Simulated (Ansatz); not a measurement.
Ansatz (a quantum-chemistry and plane-wave program) job for C8H6N2Se, SMILES c1c[se]c(-c2cncnc2)c1, PBE-D3(BJ)/def2-SVP. 

Ansatz 0.2 input:
```yaml
crystal:
  periodic: [false, false, false]
  atoms:
    - {symbol: C, position_ang: [2.45968386, 0.92546946, -1.30168503]}
    - {symbol: C, position_ang: [2.93108848, 0.49542233, -0.09094921]}
    - {symbol: Se, position_ang: [1.56071410, -0.16776905, 0.99055404]}
    - {symbol: C, position_ang: [0.36752673, 0.22591394, -0.42444281]}
    - {symbol: C, position_ang: [-1.06537963, -0.03530255, -0.32151671]}
    - {symbol: C, position_ang: [-1.61174081, -1.02338384, 0.51898476]}
    - {symbol: N, position_ang: [-2.91810290, -1.25779117, 0.60545920]}
    - {symbol: C, position_ang: [-3.71370799, -0.51244943, -0.16404587]}
    - {symbol: N, position_ang: [-3.32079745, 0.45262205, -0.99869304]}
    - {symbol: C, position_ang: [-2.01446455, 0.69245006, -1.06666832]}
    - {symbol: C, position_ang: [1.05051876, 0.77891114, -1.48460027]}
    - {symbol: H, position_ang: [3.11272449, 1.34265482, -2.07084328]}
    - {symbol: H, position_ang: [3.96103101, 0.50883538, 0.26284710]}
    - {symbol: H, position_ang: [-0.95358145, -1.65066288, 1.13368473]}
    - {symbol: H, position_ang: [-4.79046396, -0.70840584, -0.10287479]}
    - {symbol: H, position_ang: [-1.69176256, 1.50543828, -1.72690146]}
    - {symbol: H, position_ang: [0.54892642, 1.06028562, -2.41257231]}
basis:
  gaussian:
    orbitals: def2-SVP
hamiltonian:
  xc: pbe
  dispersion: d3bj
relax: {f_tol: 0.002, max_steps: 200}
```

Output:

```
Functional definition: PBE
integrals: 0.23 GiB planned
2302 factors; their error is unknown
mean field: 1.05 GiB planned
mean field evaluation 1: about -76658.3720 eV, gradient 9.4e1 eV
mean field evaluation 2: about -76567.8339 eV, gradient 2.0e2 eV
mean field evaluation 4: about -76677.9297 eV, gradient 4.4e1 eV
mean field evaluation 8: about -76682.9139 eV, gradient 7.5e-1 eV
mean field evaluation 16: about -76682.6887 eV, gradient 1.0e-2 eV
mean field -76682.68866853 eV, -2818.0368311753 hartree, gradient 3.3e-5 eV, S^2 0.000000; 0 other end points of the search recorded, 0 dependent functions left out
the calculation of the forces begins
reference -76682.68870837 eV, -2818.0368326394 hartree; 51, 51 occupied and 151, 151 virtual orbitals, 2302 factors
relax step   1: F+E_penalty+E_count = -76683.29021241 eV  Δ(F+E_penalty+E_count) = +0.000e0 eV  max|allowed force component| = 4.302e-1 eV/Å  Δτ_max = 0.0000 Å  (36 SCF iters, accepted)
these checks for a lower state are left out or cut short: starts, cluster_reference, orbital_swaps, neighbouring_geometries, increment
integrals: 0.23 GiB planned
2302 factors; their error is unknown
mean field: 1.05 GiB planned
mean field -76682.71078247 eV, -2818.0376438474 hartree, gradient 1.7e-5 eV, S^2 0.000000; 0 other end points of the search recorded, 0 dependent functions left out
the calculation of the forces begins
reference -76682.71082248 eV, -2818.0376453178 hartree; 51, 51 occupied and 151, 151 virtual orbitals, 2302 factors
relax step   2: F+E_penalty+E_count = -76683.31141250 eV  Δ(F+E_penalty+E_count) = -2.120e-2 eV  max|allowed force component| = 1.929e-1 eV/Å  Δτ_max = 0.0156 Å  (35 SCF iters, accepted)
these checks for a lower state are left out or cut short: starts, cluster_reference, orbital_swaps, neighbouring_geometries, increment
integrals: 0.22 GiB planned
2302 factors; their error is unknown
mean field: 1.05 GiB planned
mean field evaluation 32: about -76682.9367 eV, gradient 1.1e0 eV
mean field -76682.71340632 eV, -2818.0377402721 hartree, gradient 1.8e-5 eV, S^2 0.000000; 0 other end points of the search recorded, 0 dependent functions left out
the calculation of the forces begins
reference -76682.71344638 eV, -2818.0377417445 hartree; 51, 51 occupied and 151, 151 virtual orbitals, 2302 factors
relax step   3: F+E_penalty+E_count = -76683.31362561 eV  Δ(F+E_penalty+E_count) = -2.213e-3 eV  max|allowed force component| = 5.636e-2 eV/Å  Δτ_max = 0.0179 Å  (35 SCF iters, accepted)
these checks for a lower state are left out or cut short: starts, cluster_reference, orbital_swaps, neighbouring_geometries, increment
integrals: 0.22 GiB planned
2302 factors; their error is unknown
mean field: 1.05 GiB planned
mean field -76682.71362890 eV, -2818.0377484520 hartree, gradient 1.7e-5 eV, S^2 0.000000; 0 other end points of the search recorded, 0 dependent functions left out
the calculation of the forces begins
reference -76682.71366896 eV, -2818.0377499242 hartree; 51, 51 occupied and 151, 151 virtual orbitals, 2302 factors
relax step   4: F+E_penalty+E_count = -76683.31381266 eV  Δ(F+E_penalty+E_count) = -1.871e-4 eV  max|allowed force component| = 4.510e-2 eV/Å  Δτ_max = 0.0093 Å  (34 SCF iters, accepted)
these checks for a lower state are left out or cut short: starts, cluster_reference, orbital_swaps, neighbouring_geometries, increment
integrals: 0.22 GiB planned
2302 factors; their error is unknown
mean field: 1.05 GiB planned
mean field -76682.71383686 eV, -2818.0377560945 hartree, gradient 1.9e-5 eV, S^2 0.000000; 0 other end points of the search recorded, 0 dependent functions left out
the calculation of the forces begins
reference -76682.71387691 eV, -2818.0377575662 hartree; 51, 51 occupied and 151, 151 virtual orbitals, 2302 factors
relax step   5: F+E_penalty+E_count = -76683.31409668 eV  Δ(F+E_penalty+E_count) = -2.840e-4 eV  max|allowed force component| = 7.113e-3 eV/Å  Δτ_max = 0.0053 Å  (36 SCF iters, accepted)
these checks for a lower state are left out or cut short: starts, cluster_reference, orbital_swaps, neighbouring_geometries, increment
integrals: 0.22 GiB planned
2302 factors; their error is unknown
mean field: 1.05 GiB planned
mean field -76682.71391953 eV, -2818.0377591324 hartree, gradient 1.9e-5 eV, S^2 0.000000; 0 other end points of the search recorded, 0 dependent functions left out
the calculation of the forces begins
reference -76682.71395954 eV, -2818.0377606027 hartree; 51, 51 occupied and 151, 151 virtual orbitals, 2302 factors
relax step   6: F+E_penalty+E_count = -76683.31424648 eV  Δ(F+E_penalty+E_count) = -1.498e-4 eV  max|allowed force component| = 2.412e-2 eV/Å  Δτ_max = 0.0155 Å  (34 SCF iters, accepted)
these checks for a lower state are left out or cut short: starts, cluster_reference, orbital_swaps, neighbouring_geometries, increment
integrals: 0.22 GiB planned
2302 factors; their error is unknown
mean field: 1.05 GiB planned
mean field evaluation 64: about -76682.7140 eV, gradient 3.1e-3 eV
mean field -76682.71401225 eV, -2818.0377625398 hartree, gradient 1.9e-5 eV, S^2 0.000000; 0 other end points of the search recorded, 0 dependent functions left out
the calculation of the forces begins
reference -76682.71405222 eV, -2818.0377640086 hartree; 51, 51 occupied and 151, 151 virtual orbitals, 2302 factors
relax step   7: F+E_penalty+E_count = -76683.31438649 eV  Δ(F+E_penalty+E_count) = -1.400e-4 eV  max|allowed force component| = 1.804e-2 eV/Å  Δτ_max = 0.0158 Å  (34 SCF iters, accepted)
these checks for a lower state are left out or cut short: starts, cluster_reference, orbital_swaps, neighbouring_geometries, increment
integrals: 0.22 GiB planned
2302 factors; their error is unknown
mean field: 1.05 GiB planned
mean field -76682.71410541 eV, -2818.0377659632 hartree, gradient 2.0e-5 eV, S^2 0.000000; 0 other end points of the search recorded, 0 dependent functions left out
the calculation of the forces begins
reference -76682.71414532 eV, -2818.0377674299 hartree; 51, 51 occupied and 151, 151 virtual orbitals, 2302 factors
relax step   8: F+E_penalty+E_count = -76683.31449876 eV  Δ(F+E_penalty+E_count) = -1.123e-4 eV  max|allowed force component| = 8.385e-3 eV/Å  Δτ_max = 0.0225 Å  (34 SCF iters, accepted)
these checks for a lower state are left out or cut short: starts, cluster_reference, orbital_swaps, neighbouring_geometries, increment
integrals: 0.23 GiB planned
2302 factors; their error is unknown
mean field: 1.05 GiB planned
mean field -76682.71409883 eV, -2818.0377657215 hartree, gradient 1.9e-5 eV, S^2 0.000000; 0 other end points of the search recorded, 0 dependent functions left out
the calculation of the forces begins
reference -76682.71413872 eV, -2818.0377671877 hartree; 51, 51 occupied and 151, 151 virtual orbitals, 2302 factors
relax step   9: F+E_penalty+E_count = -76683.31451042 eV  Δ(F+E_penalty+E_count) = -1.166e-5 eV  max|allowed force component| = 4.255e-3 eV/Å  Δτ_max = 0.0047 Å  (35 SCF iters, accepted)
these checks for a lower state are left out or cut short: starts, cluster_reference, orbital_swaps, neighbouring_geometries, increment
integrals: 0.23 GiB planned
2302 factors; their error is unknown
mean field: 1.05 GiB planned
mean field -76682.71411257 eV, -2818.0377662265 hartree, gradient 1.9e-5 eV, S^2 0.000000; 0 other end points of the search recorded, 0 dependent functions left out
the calculation of the forces begins
reference -76682.71415246 eV, -2818.0377676926 hartree; 51, 51 occupied and 151, 151 virtual orbitals, 2302 factors
relax step  10: F+E_penalty+E_count = -76683.31451021 eV  Δ(F+E_penalty+E_count) = +2.076e-7 eV  max|allowed force component| = 3.846e-3 eV/Å  Δτ_max = 0.0022 Å  (36 SCF iters, rejected (line search))
these checks for a lower state are left out or cut short: starts, cluster_reference, orbital_swaps, neighbouring_geometries, increment
integrals: 0.23 GiB planned
2302 factors; their error is unknown
mean field: 1.05 GiB planned
mean field -76682.71411317 eV, -2818.0377662487 hartree, gradient 1.9e-5 eV, S^2 0.000000; 0 other end points of the search recorded, 0 dependent functions left out
the calculation of the forces begins
reference -76682.71415307 eV, -2818.0377677149 hartree; 51, 51 occupied and 151, 151 virtual orbitals, 2302 factors
relax step  11: F+E_penalty+E_count = -76683.31451210 eV  Δ(F+E_penalty+E_count) = -1.678e-6 eV  max|allowed force component| = 2.285e-3 eV/Å  Δτ_max = 0.0011 Å  (36 SCF iters, accepted)
these checks for a lower state are left out or cut short: starts, cluster_reference, orbital_swaps, neighbouring_geometries, increment
integrals: 0.23 GiB planned
2302 factors; their error is unknown
mean field: 1.05 GiB planned
mean field evaluation 96: about -76682.9426 eV, gradient 3.8e-4 eV
mean field -76682.71411147 eV, -2818.0377661859 hartree, gradient 1.9e-5 eV, S^2 0.000000; 0 other end points of the search recorded, 0 dependent functions left out
the calculation of the forces begins
reference -76682.71415136 eV, -2818.0377676521 hartree; 51, 51 occupied and 151, 151 virtual orbitals, 2302 factors
relax step  12: F+E_penalty+E_count = -76683.31451287 eV  Δ(F+E_penalty+E_count) = -7.739e-7 eV  max|allowed force component| = 4.310e-4 eV/Å  Δτ_max = 0.0006 Å  (36 SCF iters, accepted)
integrals: 0.23 GiB planned
2302 factors; their error is unknown
mean field: 1.05 GiB planned
mean field evaluation 128: about -76682.7141 eV, gradient 5.4e-4 eV
mean field -76682.71411147 eV, -2818.0377661859 hartree, gradient 1.9e-5 eV, S^2 0.000000; 1 other end points of the search recorded, 0 dependent functions left out
the calculation of the forces begins
reference -76682.71415136 eV, -2818.0377676521 hartree; 51, 51 occupied and 151, 151 virtual orbitals, 2302 factors
Total energy: -76683.31455277 eV, -2818.0598319968 hartree
Atom 0 at     2.466231     0.945499    -1.298511 Å, force     0.000204    -0.000105    -0.000053 eV/Å
Atom 1 at     2.941373     0.463664    -0.096488 Å, force     0.000153    -0.000011    -0.000062 eV/Å
Atom 2 at     1.570000    -0.229736     0.963219 Å, force     0.000079    -0.000431    -0.000063 eV/Å
Atom 3 at     0.367074     0.225247    -0.430115 Å, force     0.000069     0.000113     0.000027 eV/Å
Atom 4 at    -1.063789    -0.035691    -0.325323 Å, force    -0.000169     0.000382     0.000225 eV/Å
Atom 5 at    -1.615929    -1.004019     0.548322 Å, force     0.000268    -0.000083    -0.000050 eV/Å
Atom 6 at    -2.926882    -1.243616     0.643306 Å, force    -0.000261     0.000194     0.000200 eV/Å
Atom 7 at    -3.723903    -0.519682    -0.159072 Å, force     0.000098    -0.000120    -0.000320 eV/Å
Atom 8 at    -3.333812     0.426347    -1.028939 Å, force    -0.000032     0.000067     0.000193 eV/Å
Atom 9 at    -2.021215     0.668386    -1.098705 Å, force     0.000051    -0.000046    -0.000084 eV/Å
Atom 10 at     1.056535     0.817289    -1.480278 Å, force    -0.000250    -0.000045     0.000125 eV/Å
Atom 11 at     3.126981     1.388752    -2.057612 Å, force     0.000041    -0.000096    -0.000108 eV/Å
Atom 12 at     3.978544     0.455539     0.261137 Å, force    -0.000135     0.000337     0.000202 eV/Å
Atom 13 at    -0.949929    -1.614916     1.188270 Å, force    -0.000014    -0.000036    -0.000146 eV/Å
Atom 14 at    -4.808784    -0.719627    -0.094913 Å, force     0.000015    -0.000061     0.000022 eV/Å
Atom 15 at    -1.698164     1.469457    -1.787938 Å, force     0.000028    -0.000057    -0.000065 eV/Å
Atom 16 at     0.547882     1.139346    -2.400624 Å, force    -0.000144    -0.000001    -0.000043 eV/Å
Dipole moment:     0.594385     0.122735    -0.074609 e Å
```

The run converged.
